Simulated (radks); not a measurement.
Charge is removed step by step from the 3s down level of Mg, starting from [Ne] 3s(up 1, down 1). Method: non-relativistic Kohn-Sham, r2SCAN, spin-polarised, spherical densities, point nucleus; meta-GGA in the generalised Kohn-Sham scheme; computed with a radial shooting solver on a logarithmic mesh with Libxc functionals.

removed (e),E - E(0) (eV),eigenvalue (eV)
0,0.000,-4.811
0.125,0.643,-5.480
0.25,1.370,-6.148
0.375,2.180,-6.809
0.5,3.071,-7.452
0.625,4.041,-8.061
0.75,5.084,-8.613
0.875,6.192,-9.116

The mean slope of the eigenvalue, de/dn, is 4.92 eV per electron.
